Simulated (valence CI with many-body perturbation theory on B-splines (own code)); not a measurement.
## E1 transitions of Ta66+

Computed by relativistic CI+MBPT: five valence electrons over a frozen Dirac-Fock core [He], radial functions for each j: 9 s, 9 p, 8 d, 6 f, 3 g, 1 h, with the one-electron correlation potential Σ1 (screened to all orders), the two-electron term Σ2, the three-electron term Σ3, Breit, model QED; selected single and double excitations, second order for the rest (own B-spline code, finite nucleus).

The last digits are not significant, and no measured levels were compared; by estimate large intervals hold to a few tenths of a per cent, small ones and those within an open d or f shell to about a per cent. Among the levels kept, up to 1200 cm⁻¹ of a level comes from second order outside the variational space, and about a tenth of that is noise between levels of different J, which matters for small intervals.

Lines 201 to 250 of 261 in falling wavelength, among levels below 801.62 Ry, chosen from the strongest by gf and those to the six lowest levels. Wavelengths and rates use the calculated energies. Electric multipoles are in the length gauge, E1 and E2 with the static RPA response of the core. Weak lines are less certain than strong ones. Lines between different terms over intervals too small for the method are left out, as are lines whose strength nearly cancels. The highest levels of a list are the least certain.

Levels are named by their leading jj configuration (3d3/2^4 stands for four electrons in 3d with j = 3/2), which in mixed levels can hold well under half, so a name can repeat and another be missing. Letters in brackets count levels of one name in rising energy.

| λ vac (nm) | Upper | Lower | A (s⁻¹) | S (a.u.) |
| --- | --- | --- | --- | --- |
| 0.1345 | (2s^2 2p1/2 2p3/2 3d3/2) J=3/2 [b] | (2s^2 2p1/2 2p3/2^2) J=3/2 | 4.29e+12 | 2.06e-05 |
| 0.1345 | (2s^2 2p1/2 2p3/2 3d5/2) J=3/2 [a] | (2s^2 2p1/2 2p3/2^2) J=1/2 | 8.16e+13 | 3.92e-04 |
| 0.1344 | (2s 2p1/2^2 2p3/2 3d3/2) J=3/2 [b] | (2s 2p1/2^2 2p3/2^2) J=5/2 | 9.02e+13 | 4.32e-04 |
| 0.1344 | (2s^2 2p1/2 2p3/2 3d3/2) J=1/2 [b] | (2s^2 2p1/2 2p3/2^2) J=3/2 | 1.35e+14 | 3.22e-04 |
| 0.1343 | (2s 2p1/2^2 2p3/2 3d3/2) J=5/2 [b] | (2s 2p1/2^2 2p3/2^2) J=5/2 | 2.61e+13 | 1.87e-04 |
| 0.1340 | (2s^2 2p1/2 2p3/2 3d5/2) J=7/2 [a] | (2s^2 2p1/2 2p3/2^2) J=5/2 | 3.44e+13 | 3.27e-04 |
| 0.1340 | (2s^2 2p1/2 2p3/2 3d5/2) J=3/2 [b] | (2s^2 2p1/2 2p3/2^2) J=1/2 | 1.31e+15 | 6.23e-03 |
| 0.1339 | (2s 2p1/2^2 2p3/2 3d5/2) J=5/2 | (2s 2p1/2^2 2p3/2^2) J=5/2 | 1.04e+15 | 7.39e-03 |
| 0.1339 | (2s^2 2p1/2 2p3/2 3d5/2) J=1/2 | (2s^2 2p1/2 2p3/2^2) J=1/2 | 1.44e+15 | 3.43e-03 |
| 0.1339 | (2s 2p1/2^2 2p3/2 3d5/2) J=7/2 | (2s 2p1/2^2 2p3/2^2) J=5/2 | 1.89e+15 | 1.79e-02 |
| 0.1338 | (2s^2 2p1/2 2p3/2 3d5/2) J=3/2 [a] | (2s^2 2p1/2 2p3/2^2) J=5/2 | 6.34e+13 | 2.99e-04 |
| 0.1337 | (2s^2 2p1/2 2p3/2 3d5/2) J=5/2 [a] | (2s^2 2p1/2 2p3/2^2) J=5/2 | 3.85e+14 | 2.73e-03 |
| 0.1337 | (2s^2 2p1/2^2 3d5/2) J=5/2 | (2s^2 2p1/2^2 2p3/2) J=3/2 | 1.36e+15 | 9.66e-03 |
| 0.1335 | (2s^2 2p1/2 2p3/2 3d5/2) J=5/2 [b] | (2s^2 2p1/2 2p3/2^2) J=5/2 | 7.29e+14 | 5.14e-03 |
| 0.1334 | (2s^2 2p1/2 2p3/2 3d5/2) J=3/2 [a] | (2s^2 2p1/2 2p3/2^2) J=3/2 | 9.26e+14 | 4.34e-03 |
| 0.1334 | (2s^2 2p1/2 2p3/2 3d5/2) J=5/2 [a] | (2s^2 2p1/2 2p3/2^2) J=3/2 | 9.95e+14 | 6.99e-03 |
| 0.1334 | (2s^2 2p1/2 2p3/2 3d5/2) J=7/2 [b] | (2s^2 2p1/2 2p3/2^2) J=5/2 | 2.22e+15 | 2.08e-02 |
| 0.1333 | (2s^2 2p1/2 2p3/2 3d5/2) J=3/2 [b] | (2s^2 2p1/2 2p3/2^2) J=5/2 | 1.62e+14 | 7.56e-04 |
| 0.1332 | (2s^2 2p1/2 2p3/2 3d5/2) J=5/2 [b] | (2s^2 2p1/2 2p3/2^2) J=3/2 | 1.24e+15 | 8.70e-03 |
| 0.1331 | (2s 2p1/2^2 2p3/2 3p3/2) J=3/2 [a] | (2s^2 2p1/2 2p3/2^2) J=1/2 | 4.25e+12 | 1.98e-05 |
| 0.1329 | (2s^2 2p1/2 2p3/2 3d5/2) J=3/2 [b] | (2s^2 2p1/2 2p3/2^2) J=3/2 | 1.40e+13 | 6.48e-05 |
| 0.1329 | (2s^2 2p1/2 2p3/2 3d5/2) J=1/2 | (2s^2 2p1/2 2p3/2^2) J=3/2 | 1.22e+14 | 2.84e-04 |
| 0.1328 | (2s 2p1/2^2 2p3/2 3p3/2) J=1/2 [a] | (2s^2 2p1/2 2p3/2^2) J=1/2 | 1.81e+11 | 4.19e-07 |
| 0.1325 | (2s 2p1/2^2 2p3/2 3p3/2) J=7/2 | (2s^2 2p1/2 2p3/2^2) J=5/2 | 8.71e+12 | 8.01e-05 |
| 0.1324 | (2s 2p1/2^2 2p3/2 3p3/2) J=3/2 [a] | (2s^2 2p1/2 2p3/2^2) J=5/2 | 1.52e+12 | 6.95e-06 |
| 0.1322 | (2s 2p1/2^2 2p3/2 3p3/2) J=5/2 [a] | (2s^2 2p1/2 2p3/2^2) J=5/2 | 4.11e+12 | 2.81e-05 |
| 0.1321 | (2s 2p1/2^2 2p3/2 3p3/2) J=3/2 [a] | (2s^2 2p1/2 2p3/2^2) J=3/2 | 6.74e+12 | 3.07e-05 |
| 0.1318 | (2s 2p1/2^2 2p3/2 3p3/2) J=5/2 [a] | (2s^2 2p1/2 2p3/2^2) J=3/2 | 1.48e+13 | 1.01e-04 |
| 0.1318 | (2s 2p1/2^2 2p3/2 3p3/2) J=1/2 [a] | (2s^2 2p1/2 2p3/2^2) J=3/2 | 3.28e+10 | 7.40e-08 |
| 0.1317 | (2s 2p1/2^2 2p3/2 3p3/2) J=3/2 [b] | (2s^2 2p1/2 2p3/2^2) J=1/2 | 1.57e+12 | 7.06e-06 |
| 0.1316 | (2s 2p1/2^2 2p3/2 3p3/2) J=1/2 [b] | (2s^2 2p1/2 2p3/2^2) J=1/2 | 9.44e+12 | 2.13e-05 |
| 0.1312 | (2s 2p1/2^2 2p3/2 3p3/2) J=5/2 [b] | (2s^2 2p1/2 2p3/2^2) J=5/2 | 1.13e+12 | 7.55e-06 |
| 0.1310 | (2s 2p1/2^2 2p3/2 3p3/2) J=3/2 [b] | (2s^2 2p1/2 2p3/2^2) J=5/2 | 4.40e+11 | 1.95e-06 |
| 0.1309 | (2s 2p1/2^2 2p3/2 3p3/2) J=5/2 [b] | (2s^2 2p1/2 2p3/2^2) J=3/2 | 7.27e+12 | 4.83e-05 |
| 0.1307 | (2s 2p1/2^2 2p3/2 3p3/2) J=3/2 [b] | (2s^2 2p1/2 2p3/2^2) J=3/2 | 2.73e+12 | 1.20e-05 |
| 0.1306 | (2s 2p1/2^2 2p3/2 3p3/2) J=1/2 [b] | (2s^2 2p1/2 2p3/2^2) J=3/2 | 1.57e+12 | 3.45e-06 |
| 0.1254 | (2s^2 2p1/2 2p3/2 3s) J=3/2 [a] | (2s^2 2p1/2^2 2p3/2) J=3/2 | 2.62e+13 | 1.02e-04 |
| 0.1253 | (2s^2 2p1/2 2p3/2 3s) J=1/2 | (2s^2 2p1/2^2 2p3/2) J=3/2 | 4.48e+13 | 8.70e-05 |
| 0.1252 | (2s^2 2p1/2 2p3/2 3s) J=5/2 | (2s^2 2p1/2^2 2p3/2) J=3/2 | 4.37e+13 | 2.54e-04 |
| 0.1251 | (2s^2 2p1/2 2p3/2 3s) J=3/2 [b] | (2s^2 2p1/2^2 2p3/2) J=3/2 | 2.68e+13 | 1.03e-04 |
| 0.1204 | (2s 2p1/2^2 2p3/2 3p1/2) J=3/2 [a] | (2s^2 2p1/2^2 2p3/2) J=3/2 | 1.95e+14 | 6.73e-04 |
| 0.1204 | (2s 2p1/2^2 2p3/2 3p1/2) J=5/2 | (2s^2 2p1/2^2 2p3/2) J=3/2 | 5.00e+14 | 2.59e-03 |
| 0.1194 | (2s 2p1/2^2 2p3/2 3p1/2) J=1/2 | (2s^2 2p1/2^2 2p3/2) J=3/2 | 5.37e+14 | 9.03e-04 |
| 0.1194 | (2s 2p1/2^2 2p3/2 3p1/2) J=3/2 [b] | (2s^2 2p1/2^2 2p3/2) J=3/2 | 3.65e+14 | 1.23e-03 |
| 0.1183 | (2s^2 2p1/2 2p3/2 3d3/2) J=3/2 [a] | (2s^2 2p1/2^2 2p3/2) J=3/2 | 2.11e+14 | 6.90e-04 |
| 0.1183 | (2s^2 2p1/2 2p3/2 3d3/2) J=5/2 [a] | (2s^2 2p1/2^2 2p3/2) J=3/2 | 6.54e+13 | 3.20e-04 |
| 0.1182 | (2s^2 2p1/2 2p3/2 3d3/2) J=1/2 [a] | (2s^2 2p1/2^2 2p3/2) J=3/2 | 3.79e+13 | 6.17e-05 |
| 0.1179 | (2s^2 2p1/2 2p3/2 3d3/2) J=5/2 [b] | (2s^2 2p1/2^2 2p3/2) J=3/2 | 1.63e+15 | 7.90e-03 |
| 0.1179 | (2s^2 2p1/2 2p3/2 3d3/2) J=3/2 [b] | (2s^2 2p1/2^2 2p3/2) J=3/2 | 1.44e+15 | 4.66e-03 |
| 0.1177 | (2s^2 2p1/2 2p3/2 3d3/2) J=1/2 [b] | (2s^2 2p1/2^2 2p3/2) J=3/2 | 1.65e+15 | 2.66e-03 |
